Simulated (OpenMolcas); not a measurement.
A run on Br3+.

| Quantity | Value |
| --- | --- |
| Program | OpenMolcas 26.06 |
| Method | XMS-CASPT2, IPEA 0.2 Eh, no level shift (closed shells correlated: none) |
| Basis | ANO-RCC-VQZP [7s6p4d2f1g] |
| Scalar Hamiltonian | X2C, point nucleus |
| Active space | 4 electrons in 4 orbitals (4s 4p) |
| State averaging | 2S+1 = 3 even, 6 roots; 2S+1 = 1 even, 12 roots kept (CI in the orbitals of an earlier block); 2S+1 = 3 odd, 9 roots; 2S+1 = 5 odd, 1 root kept (CI in the orbitals of an earlier block); 2S+1 = 1 odd, 8 roots kept (CI in the orbitals of an earlier block) |
| Spin-orbit coupling | state interaction with AMFI integrals over the reference wave functions, term energies averaged over their components |

First CASPT2 step and the start of its output:

```
&CASPT2
XMultistate=6 1 2 3 4 5 6
Frozen=8 6
IPEA=0.2
MaxIter=60
WThr=0.0 0.3 0.05
PrWF=0.5
NoMix
```

```
--- CASPT2 ---
Orbital specifications:
      -----------------------

      Symmetry species                           1   2
                                                ag  au
      Frozen orbitals                            8   6
      Inactive orbitals                          0   0
      Active orbitals                            1   3
      Secondary orbitals                        27  23
      Deleted orbitals                           0   0
      Number of basis functions                 36  32
Type of calculation                        XMS-CASPT2
      Fock operator                              state-average
      IPEA shift                                 0.20
      Real shift                                 0.00
      Imaginary shift                            0.00
      The input orbitals will be transformed to quasi-canonical
      The input states will be rotated to diagonalize the Fock operator
Reference energy:       -2602.0349875441
      E2 (Non-variational):      -0.0700457848
      E2 (Variational):          -0.0700457733
      Total energy:           -2602.1050333173
      Residual norm:              0.0000001497
      Reference weight:           0.97193
      Contributions to the CASPT2 correlation energy
      Active & Virtual Only:         -0.0700457848
      One Inactive Excited:           0.0000000000
      Two Inactive Excited:           0.0000000000
Reference energy:       -2602.0349875441
      E2 (Non-variational):      -0.0701641143
      E2 (Variational):          -0.0701641028
      Total energy:           -2602.1051516468
      Residual norm:              0.0000001498
      Reference weight:           0.97180
      Contributions to the CASPT2 correlation energy
      Active & Virtual Only:         -0.0701641143
...
```

Over all roots the printed reference weights run from 0.63 to 0.99, and roots that are degenerate in the reference spread by up to 7700 cm-1.

Did the run give usable levels, and if not, why?

No. The equations converged, but the reference weight falls to 0.63 for at least one root against 0.99 for the best. A drop of that size marks an intruder state, so the energies of such roots and the levels built on them can't be trusted.
